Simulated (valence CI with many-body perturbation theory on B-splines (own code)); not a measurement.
## Valence orbitals of Xe XIII

Computed by relativistic CI+MBPT: six valence electrons over a frozen Dirac-Fock core [Kr], a basis of 7 s, 7 p, 8 d, 6 f, 4 g, 1 h functions for each j, with the one-electron correlation potential Σ1 (screened to all orders), the two-electron term Σ2, the three-electron term Σ3, Breit, model QED; selected single and double excitations, second order for the rest, scaled by the run's own slope (own B-spline code, finite nucleus).

No measured spectrum was set against this ion. As an estimate, terms of the open shell hold to 2 to 4 % of their energy, and close levels can change places. Core correlation moves these levels by up to 9400 cm⁻¹, and in measured spectra 5 to 20 % of such shifts remained as error; rates that hang on mixing are uncertain with them. Among the levels kept, up to 1200 cm⁻¹ of a level comes from second order outside the variational space, and about a tenth of that is noise between levels of different J, which matters for small intervals. The list stops below the first excitations out of the core. Only levels of the ground parity were solved; by the run's estimate the other parity begins above the list, which can be wrong where configurations are misplaced.

These are the spectroscopic orbitals of the CI (the correlating ones are not listed), shaped by the core and the other valence electrons. h is the expectation value of the core's Dirac-Fock operator, without the valence repulsion; Σ1 is computed up to l = 3 at one energy for each symmetry, that of its lowest orbital but kept below the first core excitation, so for empty shells it is not the orbital's own correlation shift; Breit and QED include the response of the core.

```
Orbital  h (hartree)  Σ1 (cm⁻¹)  Breit (cm⁻¹)  QED (cm⁻¹)  ⟨r⟩ (bohr)
  5s1/2      -10.931      -8396           517         438       1.409
  6s1/2      -6.7249      -2937           252         211       2.326
  7s1/2       -4.568      -1435           139         117       3.477
  5p1/2      -10.104      -7131           763       -27.6       1.486
  6p1/2      -6.3074      -2705           386       -13.6       2.444
  7p1/2      -4.3282      -1373           219        -7.6       3.637
  5p3/2      -9.9014      -6577           448        14.2       1.520
  6p3/2      -6.2083      -2549           230         7.4       2.486
  7p3/2       -4.272      -1306           139         4.3       3.687
  4d3/2      -15.812     -17569           824        -187      0.7917
  5d3/2      -8.5436      -5215           278       -44.1       1.672
  6d3/2       -5.515      -2349           141       -21.4       2.734
  4d5/2      -15.703     -17186           271        -132      0.7990
  5d5/2      -8.5033      -5176           125       -28.2       1.681
  6d5/2      -5.4945      -2338          65.9       -13.6       2.745
  4f5/2      -11.787     -28655          -199       -96.0      0.9187
  5f5/2      -7.0121      -6276         -35.2       -30.2       1.942
  4f7/2      -11.772     -27318          -376       -86.2      0.9211
  5f7/2      -7.0057      -6111          -100       -26.4       1.944
  5g7/2      -6.1153                    -12.0        -2.8       2.040
  5g9/2      -6.1151                    -15.4        -2.1       2.040
```

Among the shells of the start configuration 4d6, Σ1 is largest in size for 4d3/2, where it is 0.51 % of h.

Lowest root of each symmetry, sizes in configuration state functions:

```json
{"J": "0", "Parity": "even", "Roots": "5", "Reference": "9", "Variational": "39003", "Second order": "1454133", "Change by selected CI (cm⁻¹)": "-32083", "Change by second order (cm⁻¹)": "-68"}
{"J": "1", "Parity": "even", "Roots": "4", "Reference": "15", "Variational": "35193", "Second order": "3531187", "Change by selected CI (cm⁻¹)": "-31647", "Change by second order (cm⁻¹)": "-225"}
{"J": "2", "Parity": "even", "Roots": "9", "Reference": "25", "Variational": "33684", "Second order": "7521473", "Change by selected CI (cm⁻¹)": "-31782", "Change by second order (cm⁻¹)": "-707"}
{"J": "3", "Parity": "even", "Roots": "7", "Reference": "23", "Variational": "33307", "Second order": "10263499", "Change by selected CI (cm⁻¹)": "-30545", "Change by second order (cm⁻¹)": "-839"}
{"J": "4", "Parity": "even", "Roots": "7", "Reference": "19", "Variational": "32728", "Second order": "6309678", "Change by selected CI (cm⁻¹)": "-30357", "Change by second order (cm⁻¹)": "-685"}
{"J": "5", "Parity": "even", "Roots": "2", "Reference": "10", "Variational": "32359", "Second order": "6635772", "Change by selected CI (cm⁻¹)": "-32919", "Change by second order (cm⁻¹)": "-692"}
{"J": "6", "Parity": "even", "Roots": "2", "Reference": "6", "Variational": "32693", "Second order": "5305090", "Change by selected CI (cm⁻¹)": "-32288", "Change by second order (cm⁻¹)": "-467"}
```
